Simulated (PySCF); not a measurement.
Species: C6H8F3P.
Atom-mapped SMILES: `[CH3:1][CH:2]([CH3:3])[C:4]1=[CH:5][P:6]1[C:7]([F:8])([F:9])[F:10]` (hydrogens: H11, H12, H13 on C1; H14 on C2; H15, H16, H17 on C3; H18 on C5)

Structure used (PBE0-D3(BJ)/def2-SVP), in Å, numbered top down from 1:
```xyz
18
C6H8F3P angstrom
C     -1.8683    0.4326    1.0716
C     -0.9254    0.3119   -0.1204
C     -1.6161   -0.2361   -1.3686
C      0.2633   -0.5042    0.2193
C      0.9150   -1.1997    1.1102
P      1.8103   -1.2002   -0.4801
C      2.9512    0.3139   -0.1968
F      3.5487    0.2866    1.0001
F      3.9107    0.3405   -1.1275
F      2.2871    1.4776   -0.2737
H     -2.2605   -0.5556    1.3597
H     -1.3555    0.8637    1.9439
H     -2.7252    1.0773    0.8246
H     -0.5275    1.3131   -0.3677
H     -2.4373    0.4288   -1.6745
H     -2.0387   -1.2346   -1.1760
H     -0.9109   -0.3219   -2.2085
H      0.9359   -1.5651    2.1352
```

Theory: TDDFT CAM-B3LYP/def2-SVPD, vertical, gas phase, core orbitals frozen in the response (PySCF).

List the vertical singlet excitations with oscillator strengths and describe the spectrum.

| state | E (eV) | E (hartree) | f | main configurations (H = HOMO, L = LUMO) |
| --- | --- | --- | --- | --- |
| S1 | 5.64 | 0.2072 | 0.0014 | H→L+1 (83%), H→L (10%) |
| S2 | 5.78 | 0.2126 | 0.030 | H→L (75%), H→L+1 (10%) |
| S3 | 6.10 | 0.2243 | 0.0030 | H-1→L (82%) |
| S4 | 6.65 | 0.2442 | 0.021 | H→L+2 (33%), H→L+3 (30%), H-1→L+1 (17%) |
| S5 | 7.07 | 0.2597 | 0.013 | H-2→L (63%), H-2→L+1 (15%) |
| S6 | 7.27 | 0.2671 | 0.021 | H-1→L+3 (36%), H-1→L+2 (26%), H-1→L+1 (11%) |
| S7 | 7.39 | 0.2717 | 0.023 | H→L+2 (36%), H→L+3 (22%), H-1→L+1 (15%) |
| S8 | 7.46 | 0.2742 | 0.286 | H-1→L+1 (43%), H→L+3 (35%) |
| S9 | 7.83 | 0.2878 | 0.021 | H-2→L+1 (52%), H-2→L (10%) |
| S10 | 7.87 | 0.2894 | 0.083 | H→L+4 (48%), H→L+7 (10%), H→L+2 (10%) |

Triplets (Tamm–Dancoff): T1 4.43 eV, H→L (71%); T2 4.89 eV, H→L+1 (86%); T3 5.47 eV, H-1→L+1 (36%), H→L+3 (22%), H→L+2 (10%); T4 5.67 eV, H-1→L+1 (50%), H→L+3 (18%), H→L+2 (9%).

The lowest singlet comes at 220 nm (544 kJ/mol) in the ultraviolet; it is very weak; its leading configuration is HOMO→LUMO+1 (83%). The most intense listed level is S8 at 7.46 eV (166 nm, f = 0.286), 1.82 eV above S1. Löwdin shares by element: HOMO carbon 45% or more, phosphorus 39% (atoms not listed hold the other 16%); LUMO carbon 62% or more, hydrogen 7% or more (atoms not listed hold the other 31%). The listed states span 2.24 eV, and the widest gap between neighbours is 0.54 eV (S3 to S4). Weighted by f, the mean energy of these states is 7.38 eV. Of the 10 states listed, 8 reach f = 0.01 and none stays under 0.0005. The vertical ionisation energy (ΔSCF) is 9.35 eV, 1.48 eV above S10. The window holds the lowest 10 singlets.

Time: 5.4 min of wall time (with the writing of density and orbital grids); peak memory 1.4 GiB. Hardware: one thread, Arm Neoverse V1 (aarch64), on a shared host.

One conformer stands for the species.
